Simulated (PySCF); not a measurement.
## Electron correlation in Br⁺ (bromine, charge +1)

[Ar] 3d10 4s1 4p5, high-spin 3P determinant (an excited configuration). Calculation: PySCF 2.14, in ANO-RCC-VTZP; the spin-free X2C one-electron Hamiltonian (Gaussian nucleus). Frozen: [Ne]; 24 electrons correlated.

MP2 pair energies summed by pair of shells (mhartree):

```csv
pair,energy,share (%)
4p-4p,-126.61,57.7
3d-3d,-26.97,12.3
3d-4p,-18.53,8.4
4s-4p,-15.27,7.0
3p-3d,-14.73,6.7
3s-3d,-5.81,2.6
3d-4s,-3.46,1.6
3p-3p,-2.78,1.3
3s-3p,-1.97,0.9
3p-4p,-1.95,0.9
3p-4s,-0.58,0.3
3s-4p,-0.37,0.2
3s-3s,-0.32,0.1
3s-4s,-0.07,0.0
```

Total MP2 correlation energy: -219.43 mhartree.

Same-spin part -56.00 and opposite-spin part -163.43 mhartree; SCS-MP2 scales them by 1/3 and 6/5 to -214.78 mhartree.
